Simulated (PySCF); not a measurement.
Vertical excitations of a molecule C4H7BF2 from PySCF 2.14.0 with TDA-LC-ωPBE/def2-SVPD, as energy in eV (oscillator strength): 6.23 (0.002), 6.51 (0.644), 7.70 (0.024), 8.10 (0.000), 8.59 (0.002), 9.06 (0.020). Lowest triplet (TDA): 3.62 eV. Coordinates come from a B3LYP-D3(BJ)/def2-SVP optimisation. The values are those of a single conformer.

Question: Identify the compound among the candidates.
A) C=C[C@H](C)B(F)F
B) C[C@@H]1C[C@H]1B(F)F
C) CB(F)/C=C(/C)F
D) C[C@@H]1C[C@H](F)B1F

Answer: C, CB(F)/C=C(/C)F
